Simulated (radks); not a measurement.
Values are calculated unless marked as measured or tabulated.
Spin polarisation of the 5d6 shell in neutral osmium. Start: [Xe] 4f14 5d(up 3, down 3) 6s2; electrons of 5d are moved from spin down to spin up, other shells keep equal spins. Level of theory: scalar-relativistic Kohn-Sham, PBE, spin-polarised, spherical densities, finite nucleus; Fermi nuclear charge, rms radius of each element as measured or else 0.836 A^(1/3) + 0.57 fm (a radial shooting solver on a logarithmic mesh with Libxc functionals).

| moment (Bohr magnetons) | E - E(0) (eV) | e(5d up) (eV) | e(5d down) (eV) | 6s down minus up (eV) | 5p down minus up (eV) | 4f down minus up (eV) |
|---|---|---|---|---|---|---|
| 0 | 0.000 | -6.258 | -6.258 | 0.000 | 0.000 | 0.000 |
| 1 | -0.151 | -6.545 | -5.941 | 0.324 | 0.552 | 0.096 |
| 2 | -0.604 | -6.802 | -5.592 | 0.651 | 1.105 | 0.192 |
| 3 | -1.361 | -7.029 | -5.210 | 0.982 | 1.661 | 0.288 |
| 4 | -2.423 | -7.224 | -4.792 | 1.319 | 2.218 | 0.383 |

At moment 4 the spin-polarisation energy is -2.423 eV and the 5d exchange splitting 2.432 eV, that is 0.608 eV per Bohr magneton; E = -I m^2/4 would give I = 0.606 eV.
